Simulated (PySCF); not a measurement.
# Spinor energies of Re⁷⁰⁺ (rhenium, charge +70)

Start: [He] 2s2 2p1; 2p1/2 filled at m_j = +1/2. Calculated with PySCF 2.14 in an even-tempered Gaussian basis (16 s from 57 bohr⁻², ratio 2.4; 13 p from 74 bohr⁻², ratio 2.4; 5 d from 240 bohr⁻², ratio 2.6; 4 f from 360 bohr⁻², ratio 2.6): generalised Hartree-Fock with the X2C-1e Hamiltonian and a Gaussian nucleus; one run each with spin-orbit coupling (SO) switched off, then screened by Boettger's factors.

```json
{"spinor shell": "1s1/2", "electrons": "2", "ε, spin-free (eV)": "-80332.0", "ε, screened SO (eV)": "-80292.8", "weight of nominal j (screened SO)": "1.000", "rms radius, screened SO (bohr)": "0.0203"}
{"spinor shell": "2s1/2", "electrons": "2", "ε, spin-free (eV)": "-19659.3", "ε, screened SO (eV)": "-19647.2", "weight of nominal j (screened SO)": "1.000", "rms radius, screened SO (bohr)": "0.0791"}
{"spinor shell": "2p1/2", "electrons": "1", "ε, spin-free (eV)": "-18322.0", "ε, screened SO (eV)": "-19447.0", "weight of nominal j (screened SO)": "1.000", "rms radius, screened SO (bohr)": "0.0665"}
```

| quantity | spin-free | screened SO |
| --- | --- | --- |
| E (hartree) | -8220.23064 | -8261.56860 |
| M_J | 1/2 | 1/2 |
| ⟨J²⟩ | 1.100 | 0.750 |
| ⟨L²⟩ | 2.000 | 2.000 |
| ⟨S²⟩ | 0.750 | 0.750 |

Each row is a mean over spinors that exchange with the open shell spreads, by up to 21.177 eV (2s1/2).

Breit and QED terms are absent; they matter most for the inner s and p1/2 levels.

Densities and radii are taken from the X2C orbitals without a picture-change correction, which distorts them close to the nucleus.

Without spin-orbit coupling the j labels of p, d and f shells carry no meaning; the spin-free column gives the mean over the occupied spinors of each nl shell, and its ⟨J²⟩ belongs to a mixture of degenerate components.
